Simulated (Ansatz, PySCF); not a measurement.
CH₇ClOSi₂, SMILES [SiH3]CO[SiH2]Cl. Atoms are numbered in the order given.

```xyz
12

Si    -2.4845     0.7235    -0.3737
C     -0.8942     0.0335    -1.1682
O     -0.3199    -0.9978    -0.3643
Si     0.8367    -0.8150     0.8021
Cl     2.4547     0.2379     0.0206
H     -3.0566     1.7842    -1.2548
H     -2.1618     1.3064     0.9600
H     -3.4769    -0.3733    -0.1985
H     -1.1316    -0.4013    -2.1539
H     -0.1665     0.8450    -1.3550
H      1.2670    -2.1765     1.1849
H      0.3467    -0.0288     1.9632
```
Charge 0, spin multiplicity 1.

Geometry: B3LYP-D3(BJ)/def2-SVP. This is a generated structure with no PubChem entry under its InChIKey; it may be hypothetical. One conformer was computed; it need not be the lowest.

Two levels are set side by side: PBE-D3(BJ)/def2-SVP (Ansatz, an electronic-structure program) and B3LYP-D3(BJ)/def2-SVP (Ansatz). Each level has its own optimised geometry; the coordinates shown are those of the second. Frequencies come from the Hessian of PySCF at each geometry. Differences are taken from unrounded values.

```tsv
quantity	B3LYP-D3(BJ)	PBE-D3(BJ)	PBE-D3(BJ) minus B3LYP-D3(BJ)
mean bond length (Å)	1.520	1.530	0.011
bond Si1–C2 (Å)	1.907	1.915	0.009
bond C2–O3 (Å)	1.428	1.432	0.004
bond O3–Si4 (Å)	1.653	1.669	0.016
bond Si4–Cl5 (Å)	2.083	2.086	0.004
bond Si1–H6 (Å)	1.493	1.506	0.013
bond Si1–H7 (Å)	1.491	1.504	0.013
bond Si1–H8 (Å)	1.490	1.502	0.013
bond C2–H9 (Å)	1.103	1.112	0.009
bond C2–H10 (Å)	1.106	1.115	0.009
bond Si4–H11 (Å)	1.478	1.492	0.014
bond Si4–H12 (Å)	1.486	1.500	0.015
highest harmonic wavenumber (cm⁻¹)	3075	3009	-66
mean harmonic wavenumber (cm⁻¹)	1117	1081	-36
zero-point energy (kcal/mol)	47.89	46.36	-1.53
```

GGA bonds tend to be longer and softer than those of functionals with exact exchange. Differences between two approximate levels are no errors against the true value.
